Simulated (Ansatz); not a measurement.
C2H6BN can be A, `C=NBC`, or B, `BNC=C`.

Isolated molecules relaxed with PBE0-D4/def2-TZVP in Ansatz; ΔE leaves out vibrations. CCSD(T)/CBS adds triple-zeta CCSD(T) − MP2 to the extrapolated MP2 energy (def2 sets, frozen cores). DFT in def2-TZVPP. One conformer a species, not always the lowest.

(1) Which isomer does CCSD(T)/CBS put lower? Give the gap. (Best estimate.)

(2) Give E(B) − E(A) in kJ/mol with B2PLYP, CCSD/def2-TZVPP, PBE0-D4, ωB97M-V, PBE-D4, CCSD(T)/def2-SVP, BLYP-D4. (An estimate is asked.)

(3) Does the order hold for the free energy at 298.15 K (harmonic terms from PBE0-D4)? (An estimate is asked.)

Largest T1 diagnostic: 0.014.

## Answers

(1) The calculation gave: B, by 7.4 kJ/mol.

(2) Ansatz gave: B2PLYP -2.7, CCSD/def2-TZVPP -6.4, PBE0-D4 -1.3, ωB97M-V -3.7, PBE-D4 6.1, CCSD(T)/def2-SVP 0.4, BLYP-D4 5.4. The order is the other way round with PBE-D4, BLYP-D4.

(3) The calculation gave: Too close to call: G(B) − G(A) = +0.1 kJ/mol, for one conformer each.

In def2-TZVPP, CCSD(T) changes the Hartree–Fock value by +8.4 kJ/mol (the triples alone add +0.8 kJ/mol) and MP2 by +6.2 kJ/mol. From r2SCAN to r2SCAN0 (25 % exact exchange), in def2-TZVPP and without D4, E(B) − E(A) moves by −5.9 kJ/mol.
